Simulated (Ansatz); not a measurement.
The cluster Cu5Te (the lowest doublet isomer of a short search). The state is a doublet with charge 0. Geometry PBE-D4/def2-SVP, basis def2-SVP, Ansatz.

Cartesian coordinates in Å:
```
Cu 1.3004 0.0440 -1.2375
Cu -0.5753 -1.1285 -0.0889
Cu -0.7252 -0.2086 2.1462
Cu 1.4046 -0.2691 1.1145
Cu -0.3707 1.1967 0.2085
Te -1.0338 0.3655 -2.1428
```

```json
{"run": "A", "HOMO (eV)": "-5.54", "LUMO (eV)": "-2.05"}
{"run": "B", "HOMO (eV)": "-4.17", "LUMO (eV)": "-3.41"}
{"run": "C", "HOMO (eV)": "-4.61", "LUMO (eV)": "-2.82"}
{"run": "D", "HOMO (eV)": "-5.83", "LUMO (eV)": "0.09"}
```

In the def2 sets Te takes a core potential; there is no spin–orbit coupling. The structure comes from a short search, and lower isomers may exist.

HOMO and LUMO are taken over both spins.

Problem. The runs used CAM-B3LYP, HF, PBE0, r2SCAN. Estimate which is which.

Solution. A CAM-B3LYP (range-separated); B r2SCAN (0 % exact exchange); C PBE0 (25 % exact exchange); D HF (100 % exact exchange). Exact exchange lowers occupied and raises empty levels; among semilocal functionals meta-GGAs tend to open the gap a little, and such runs are hard to tell apart. The gap grows from 0.76 eV (r2SCAN) to 5.91 eV (HF).
